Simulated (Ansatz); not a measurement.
Stretching the N3–H4 bond in H3NSi (SMILES N[SiH]) (multiplicity 1 held, fragments rigid). Energies count from the point at 1.009 Å.
Geometry at that point (charge 0, multiplicity 1):
```xyz
5

Si    -0.24475     0.39104     0.51000
H     -0.58600     1.47386    -0.51531
N      0.39778    -0.68955    -0.65445
H      0.46314    -0.52839    -1.64843
H      0.76485    -1.59314    -0.39510
```

Signs of static correlation in cc-pV(T+d)Z, from Ansatz (a quantum-chemistry and plane-wave program) runs.

```csv
R (Å),T1 of restricted CCSD,⟨S²⟩ of UHF,largest double amplitude of restricted CCSD
0.807,0.015,0.024,0.079
0.908,0.015,0.015,0.079
1.009,0.015,0.006,0.078
1.110,0.016,0.000,0.077
1.211,0.017,0.000,0.076
1.362,0.018,0.000,0.073
1.514,0.020,0.105,0.070
1.766,0.026,0.689,0.095
2.018,0.032,0.923,___
2.321,0.038,1.095,___
2.725,0.045,1.210,0.521
3.229,0.051,1.244,0.671
```

Task: Complete the blanks.

Result: 
- 2.018, largest double amplitude of restricted CCSD: 0.184
- 2.321, largest double amplitude of restricted CCSD: 0.335

Doubts at one or more of the structures used: a restricted determinant that unrestricted orbitals would lower (R-CCSD(T)/cc-pV(T+d)Z); other coupled-cluster roots lie near (R-CCSD(T)/cc-pV(T+d)Z); T1 above 0.05 (R-CCSD(T)/cc-pV(T+d)Z, U-CCSD(T)/cc-pV(T+d)Z); a spin-contaminated determinant (U-CCSD(T)/cc-pV(T+d)Z); the program's own flag: large difference (U-CCSD(T)/cc-pV(T+d)Z).
